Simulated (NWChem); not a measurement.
System: ZrO2; SMILES [O]=[Zr]=[O]

Here is an NWChem input.

```
start job
memory heap 200 mb stack 900 mb global 1100 mb
geometry units angstroms noautoz
  Zr     0.000000     0.000000     0.283689
  O      1.425531     0.000000    -0.750882
  O     -1.425531     0.000000    -0.750882
end
basis spherical
  Zr library def2-svp
  O library def2-svp
end
ecp
  Zr library def2-ecp
end
dft
  xc mn15
  grid xcoarse
  iterations 150
  mulliken
end
task dft gradient
```

Output (shortened):

```
             Northwest Computational Chemistry Package (NWChem) 7.3.0
             --------------------------------------------------------

 C2V symmetry detected

                             Geometry "geometry" -> ""
                             -------------------------

 Output coordinates in angstroms (scale by  1.889725989 to convert to a.u.)

  No.       Tag          Charge          X              Y              Z
 ---- ---------------- ---------- -------------- -------------- --------------
    1 Zr                  40.0000     0.00000000     0.00000000     0.29559171
    2 O                    8.0000     1.42553100     0.00000000    -0.73897929
    3 O                    8.0000    -1.42553100     0.00000000    -0.73897929

 Effective nuclear repulsion energy (a.u.)     204.1556752489

      Symmetry information
      --------------------

 Group name             C2v
 Group number             16
 Group order               4
 No. of unique centers     2

                                 NWChem DFT Module
                                 -----------------

 Summary of "ao basis" -> "ao basis" (spherical)
 ------------------------------------------------------------------------------
       Tag                 Description            Shells   Functions and Types
 ---------------- ------------------------------  ------  ---------------------
 Zr                         def2-svp                11       31   5s3p2d1f
 O                          def2-svp                 6       14   3s2p1d

      Symmetry analysis of basis
      --------------------------

        a1         24
        a2          7
        b1         17
        b2         11

            General Information
            -------------------
          SCF calculation type: DFT
          Wavefunction type:  closed shell.
          No. of atoms     :     3
          No. of electrons :    28
           Alpha electrons :    14
            Beta electrons :    14
          Charge           :     0
          Spin multiplicity:     1
          Use of symmetry is: on ; symmetry adaption is: on
          Maximum number of iterations: 150
          AO basis - number of functions:    59
                     number of shells:    23
          Convergence on energy requested:  1.00D-06
          Convergence on density requested:  1.00D-05
          Convergence on gradient requested:  5.00D-04

              XC Information
              --------------
                         MN15 Method XC Functional
                     Hartree-Fock (Exact) Exchange  0.440
                          MN15 Exchange Functional  1.000
                        MN15 Correlation Potential  1.000

             Grid Information
             ----------------
          Grid used for XC integration:  xcoarse
          Radial quadrature: Mura-Knowles
          Angular quadrature: Lebedev.
          Tag              B.-S. Rad. Rad. Pts. Rad. Cut. Ang. Pts.
          ---              ---------- --------- --------- ---------
          Zr                  1.55       84           8.0       194
          O                   0.60       21           7.0       194
          Grid pruning is: on
          Number of quadrature shells:   105
          Spatial weights used:  Erf1

      Superposition of Atomic Density Guess
      -------------------------------------

 Sum of atomic energies:        -202.88179242

      Non-variational initial energy
      ------------------------------

 Total energy =    -195.528896
 1-e energy   =    -421.120396
 2-e energy   =     156.029601
 HOMO         =      -0.458083
 LUMO         =      -0.143209

      Symmetry analysis of molecular orbitals - initial
      -------------------------------------------------

  Numbering of irreducible representations:

     1 a1          2 a2          3 b1          4 b2

  Orbital symmetries:

     1 a1          2 b1          3 a1          4 b1          5 a1
     6 b2          7 a1          8 b1          9 a1         10 a2
    11 b1         12 b2         13 a1         14 b1         15 a1
    16 b2         17 a1         18 b1         19 b2         20 a2
    21 a1         22 a1         23 b1         24 a1

     ---------------------------------------------
      Total Density - Mulliken Population Analysis
     ---------------------------------------------

    Atom       Charge   Shell Charges
 -----------   ------   -------------------------------------------------------
    1 Zr  12     9.40  -0.47  1.58  0.91  0.12  0.01  5.83  0.26  0.05  0.88  0.11  0.12
    2 O    8     9.30   1.99  1.17  0.73  3.34  2.06  0.01
    3 O    8     9.30   1.99  1.17  0.73  3.34  2.06  0.01

   convergence    iter        energy       DeltaE   RMS-Dens  Diis-err
 ---------------- ----- ----------------- --------- --------- ---------
 d= 0,ls=0.0,diis     1   -196.6399788076 -2.66D+02  8.86D-02  4.01D+00
 d= 0,ls=0.0,diis     2   -186.0591933868  1.06D+01  7.81D-02  7.64D+01
 d= 0,ls=0.0,diis     3   -197.1668285592 -1.11D+01  4.61D-03  1.75D-01
 d= 0,ls=0.0,diis     4   -197.1792362714 -1.24D-02  1.66D-03  2.72D-02
 d= 0,ls=0.0,diis     5   -197.1817569124 -2.52D-03  6.19D-04  8.37D-03
  Resetting Diis
 d= 0,ls=0.0,diis     6   -197.1825341873 -7.77D-04  2.28D-04  4.44D-04
 d= 0,ls=0.0,diis     7   -197.1825830244 -4.88D-05  3.41D-05  9.14D-07
 d= 0,ls=0.0,diis     8   -197.1825831765 -1.52D-07  1.59D-05  2.03D-06
 d= 0,ls=0.0,diis     9   -197.1825833659 -1.89D-07  1.18D-05  3.37D-07
 d= 0,ls=0.0,diis    10   -197.1825834315 -6.55D-08  8.73D-06  1.33D-08

         Total DFT energy =     -197.182583431481
      One electron energy =     -426.014140547645
           Coulomb energy =      182.190599101424
    Exchange-Corr. energy =      -22.920941056939
 Nuclear repulsion energy =       69.561899071679

 Numeric. integr. density =       27.998491671162

                  Occupations of the irreducible representations
                  ----------------------------------------------

                     irrep           alpha         beta
                     --------     --------     --------
                     a1                6.0          6.0
                     a2                1.0          1.0
                     b1                5.0          5.0
                     b2                2.0          2.0

                       DFT Final Molecular Orbital Analysis
                       ------------------------------------

 Vector   12  Occ=2.000000D+00  E=-3.157633D-01  Symmetry=b2
              MO Center=  1.0D-13, -1.1D-15, -5.9D-01, r^2= 2.5D+00
   Bfn.  Coefficient  Atom+Function         Bfn.  Coefficient  Atom+Function
  ----- ------------  ---------------      ----- ------------  ---------------
    36      0.391569  2 O  py                50      0.391569  3 O  py
    16     -0.307422  1 Zr d -1              39      0.270043  2 O  py
    53      0.270043  3 O  py                 7     -0.179059  1 Zr py
    10      0.102991  1 Zr py                21     -0.086331  1 Zr d -1
    13      0.073808  1 Zr py                25      0.043416  1 Zr f -3

 Vector   13  Occ=2.000000D+00  E=-2.984152D-01  Symmetry=a1
              MO Center=  6.0D-14,  9.8D-16, -5.5D-01, r^2= 2.8D+00
   Bfn.  Coefficient  Atom+Function         Bfn.  Coefficient  Atom+Function
  ----- ------------  ---------------      ----- ------------  ---------------
    35      0.406019  2 O  px                49     -0.406019  3 O  px
     2      0.288648  1 Zr s                 19     -0.263528  1 Zr d  2
    38      0.257632  2 O  px                52     -0.257632  3 O  px
     4     -0.239081  1 Zr s                 17     -0.221341  1 Zr d  0
     8     -0.177595  1 Zr pz                 1      0.125644  1 Zr s

 Vector   14  Occ=2.000000D+00  E=-2.705428D-01  Symmetry=b1
              MO Center=  3.3D-14, -1.0D-16, -7.0D-01, r^2= 2.6D+00
   Bfn.  Coefficient  Atom+Function         Bfn.  Coefficient  Atom+Function
  ----- ------------  ---------------      ----- ------------  ---------------
    37      0.444036  2 O  pz                51     -0.444036  3 O  pz
    40      0.313606  2 O  pz                54     -0.313606  3 O  pz
     6     -0.236857  1 Zr px                18      0.108405  1 Zr d  1
     9      0.085157  1 Zr px                35      0.084092  2 O  px
    49      0.084092  3 O  px                38      0.079595  2 O  px

 Vector   15  Occ=0.000000D+00  E=-7.092652D-02  Symmetry=a1
              MO Center= -6.4D-15, -1.7D-14,  1.2D+00, r^2= 4.4D+00
   Bfn.  Coefficient  Atom+Function         Bfn.  Coefficient  Atom+Function
  ----- ------------  ---------------      ----- ------------  ---------------
     4      0.542775  1 Zr s                  5      0.477284  1 Zr s
     2     -0.330822  1 Zr s                 19     -0.304968  1 Zr d  2
    14      0.289061  1 Zr pz                 3     -0.254377  1 Zr s
     8     -0.198866  1 Zr pz                11      0.180475  1 Zr pz
     1     -0.163225  1 Zr s                 24     -0.098657  1 Zr d  2

[...]

                         DFT ENERGY GRADIENTS

    atom               coordinates                        gradient
                 x          y          z           x          y          z
   1 Zr      0.000000   0.000000   0.558587    0.000000   0.000000  -0.001278
   2 O       2.693863   0.000000  -1.396468   -0.001145   0.000000   0.000639
   3 O      -2.693863   0.000000  -1.396468    0.001145   0.000000   0.000639
```

Level: MN15/def2-SVP with def2 effective core potentials on Zr. Coordinates come from a PBE0/def2-SVP optimisation. def2 effective core potentials on Zr; no spin-orbit coupling.
